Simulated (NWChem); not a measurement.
InN₂H₄Cl; SMILES [NH2][In]([Cl])[NH2]

```xyz
8

In    -0.0350    -0.3258     0.0000
Cl     0.0288     2.0328     0.0000
N      0.1213    -1.1819     1.8264
H     -0.1843    -0.5915     2.5961
H     -0.2934    -2.1036     1.9362
N      0.1213    -1.1819    -1.8264
H     -0.2934    -2.1036    -1.9362
H     -0.1843    -0.5915    -2.5961
```
Atoms are numbered in this order, from 1.

All runs: NWChem. STO-3G and 3-21G are far too small for this property and stand as cheap habits. Structure relaxed at the PBE0/def2-SVP level. def2 effective core potentials on In; no spin-orbit coupling. Field at 589 nm.

| level | isotropic polarisability (bohr³) | anisotropy (bohr³) |
|---|---|---|
| B3LYP/STO-3G (all-electron, non-relativistic) | [?] | 28.3 |
| B3LYP/def2-SVP (core potentials) | 56.4 | 28.6 |
| B3LYP/def2-SVPD (core potentials) | 72.8 | 25.2 |

Problem. Fill in the missing entries.

Solution. 
- B3LYP/STO-3G (all-electron, non-relativistic), isotropic polarisability (bohr³): 33.1
